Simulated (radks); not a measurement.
Results of a calculation; reference values are marked as such.
Valence configurations of neutral ruthenium (all share [Kr]). Level of theory: Dirac Kohn-Sham, PBE, spin-unpolarised, spherical densities, finite nucleus; open shells fill j = l - 1/2 first; Fermi nuclear charge, rms radius 4.4809 fm (a radial shooting solver on a logarithmic mesh with Libxc functionals). Energies are relative to 4d7 5s1; eigenvalues in eV.

| valence | E (eV) | e(4d3/2) | e(4d5/2) | e(5p1/2) | e(5s1/2) |
|---|---|---|---|---|---|
| 4d7 5s1 | 0.000 | -5.353 | -5.032 | - | -4.230 |
| 4d7 5s0.5 5p0.5 | 1.652 | -6.131 | -5.808 | -1.403 | -4.774 |
| 4d6 5s2 | 1.525 | -7.821 | -7.471 | - | -5.176 |
| 4d8 | -0.183 | -3.303 | -3.010 | - | - |
| 4d7 5p1 | 3.369 | -6.826 | -6.500 | -1.753 | - |
| 4d5 5s1 5p2 | 13.450 | -13.065 | -12.676 | -3.161 | -7.719 |
| 4d6 5s1 5p1 | 5.356 | -9.211 | -8.856 | -2.156 | -6.095 |
| 4d5 5s2 5p1 | 8.973 | -11.898 | -11.513 | -2.610 | -7.003 |
| 4d6.5 5s1.5 | 0.576 | -6.543 | -6.208 | - | -4.694 |
| 4d7.5 5p0.5 | 1.299 | -5.071 | -4.761 | -1.220 | - |

NIST lists [Kr] 4d7 5s1 as the ground configuration; this level of theory puts 4d8 lower, by 0.183 eV. The energies are those of spherical spin-averaged densities, not of single terms.
